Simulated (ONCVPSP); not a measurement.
## Reading a pseudo-wave (Ge)

Columns: radius, all-electron u(r) and pseudo u(r) of the 3p shell (level -115.43 eV) of germanium in the configuration [Ne] 3s2 3p6 3d10 4s2 4p2; PBEsol, scalar-relativistic, ONCV scheme, ONCVPSP 4.0.1.

```csv
r (bohr),all-electron,pseudo
0.068,-0.5671,0.0474
0.135,-0.6692,0.1789
0.202,-0.2418,0.3754
0.270,0.3280,0.6114
0.338,0.8082,0.8508
0.405,1.1247,1.0587
0.473,1.2936,1.2171
0.540,1.3425,1.3069
0.608,1.3116,1.3287
0.675,1.2316,1.2883
0.742,1.1254,1.2005
0.810,1.0064,1.0802
0.878,0.8864,0.9458
0.945,0.7733,0.8135
1.013,0.6673,0.6893
1.080,0.5730,0.5822
1.148,0.4881,0.4903
1.215,0.4149,0.4149
1.283,0.3504,0.3503
1.350,0.2958,0.2957
1.418,0.2483,0.2482
1.485,0.2086,0.2085
1.553,0.1744,0.1743
1.620,0.1460,0.1459
1.688,0.1216,0.1216
1.755,0.1015,0.1015
```

Q: How many radial nodes do the two functions have?

A: The all-electron 3p function has n − l − 1 = 1; the pseudo-wave has 0, since the states of the same l below it are removed with the core.

Q: At about which radius was the pseudo-wave matched?

A: 1.25 bohr, where the columns begin to agree (steps of 0.07 bohr).

Q: Is the pseudo-wave norm-conserving?

A: Yes: the ONCV scheme keeps the norm inside the radius equal to the all-electron one, which fixes the energy derivative of the logarithmic derivative at the level.
